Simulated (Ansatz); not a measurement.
H2GeS, SMILES `[SH][GeH]` (lower singlet; H–S–Ge–H torsion 180°) (charge 0, multiplicity 1). This singlet lies 1.71 eV below the relaxed triplet at the level composite: frozen-core CCSD(T) with HF/cc-pVQZ and the correlation energy extrapolated as X^-3 from cc-pVTZ and cc-pVQZ, plus CCSDT(Q) minus CCSD(T) in cc-pVDZ // PBE0-D3(BJ)/def2-TZVP (Ansatz, a quantum-chemistry and plane-wave program).

Cartesian coordinates (Å):
```xyz
4

S     -0.8413    -0.3994     0.5112
Ge     0.8254     0.4875    -0.6417
H     -1.8332     0.0731    -0.2641
H      1.8490    -0.1611     0.3946
```
Charge 0, multiplicity 1.

Frozen-core energies in cc-pVTZ from Ansatz at a geometry from PBE0-D3(BJ)/def2-TZVP; the HF reference has <S^2> = 0.00 and the T1 diagnostic is 0.014.

```
level    energy (Ha)
-------  -----------
HF       -2474.12424
MP2      -2474.47606
CCSD     -2474.50659
CCSD(T)  -2474.52518
```

**Question.** Estimate the energies of CCSDT and CCSDT(Q), and give each level's difference from CCSDT(Q).

**Answer.** 
```
level     energy (Ha)  difference from CCSDT(Q) (mHa)
--------  -----------  ------------------------------
MP2       -2474.47606                           50.59
CCSD      -2474.50659                           20.06
CCSD(T)   -2474.52518                            1.46
CCSDT     -2474.52601                            0.64
CCSDT(Q)  -2474.52665                            0.00
```
